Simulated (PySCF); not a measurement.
The dipole of `[CH3][GaH2]` from its density and from atomic charges.

Coordinates (PBE0-D3(BJ)/def2-SVP, Å) and charges (e) from the PBE0/pcSseg-1 density (PySCF):

| atom | x | y | z | Mulliken | IAO | Hirshfeld | ESP-fitted |
| --- | --- | --- | --- | --- | --- | --- | --- |
| C1 | -0.735 | -0.140 | -0.507 | -0.6984 | -0.7378 | -0.2496 | -0.6481 |
| Ga2 | 0.885 | 0.144 | 0.570 | +0.5181 | +0.5797 | +0.4382 | +0.8427 |
| H3 | -0.745 | 0.515 | -1.393 | +0.1424 | +0.1528 | +0.0336 | +0.1326 |
| H4 | -1.618 | 0.131 | 0.097 | +0.1416 | +0.1565 | +0.0361 | +0.1379 |
| H5 | -0.855 | -1.184 | -0.830 | +0.1428 | +0.1497 | +0.0316 | +0.1262 |
| H6 | 1.418 | 1.607 | 0.818 | -0.1242 | -0.1507 | -0.1453 | -0.2975 |
| H7 | 1.654 | -1.068 | 1.218 | -0.1223 | -0.1503 | -0.1445 | -0.2939 |

Problem. Form Σ q r in debye for every column and set it beside the full dipole.

Solution. The full density gives (-0.59, -0.09, -0.38) D, 0.71 D in size; dipole vectors point from the negative to the positive end.

```
    scheme     μx     μy     μz  size (D)  share of the full size (%)  angle to the full dipole (°)
  Mulliken   0.65   0.13   0.46      0.81                         115                           177
       IAO   0.47   0.13   0.37      0.61                          86                           173
 Hirshfeld   0.08   0.02   0.06      0.10                          14                           174
ESP-fitted  -0.56  -0.07  -0.33      0.65                          92                             3
```

Problem. Which set comes closest?

Solution. Length of the difference vector: ESP-fitted 0.07 D, Hirshfeld 0.80 D, IAO 1.32 D, Mulliken 1.52 D. Closest: ESP-fitted. 

Problem. What is left for the Hirshfeld atoms' own dipoles?

Solution. The Hirshfeld atoms' densities add up to the full density, so μ = Σ q r + Σ (atomic dipoles). The atomic dipoles sum to (-0.59, -0.09, -0.38) − (0.08, 0.02, 0.06) = (-0.67, -0.11, -0.44) D, 0.80 D in size.

Problem. With the origin at the mean of the coordinates, (0.001, 0.001, -0.004) Å, which are the largest single terms, by size, of the Hirshfeld dipole along the direction of the full one?

Solution. Ga2 -2.24, H7 +1.32, H6 +1.28, C1 -1.08, H4 +0.22 D; all 7 atoms together -0.10 D. The single terms depend on the origin, their sum doesn't.

Problem. Give the size of the full dipole in other units.

Solution. 0.71 D = 0.279 au = 0.147 e·Å = 2.36 × 10⁻³⁰ C·m.

Isolated species at its PBE0-D3(BJ)/def2-SVP geometry, gas phase. The calculation is non-relativistic, for gallium too.
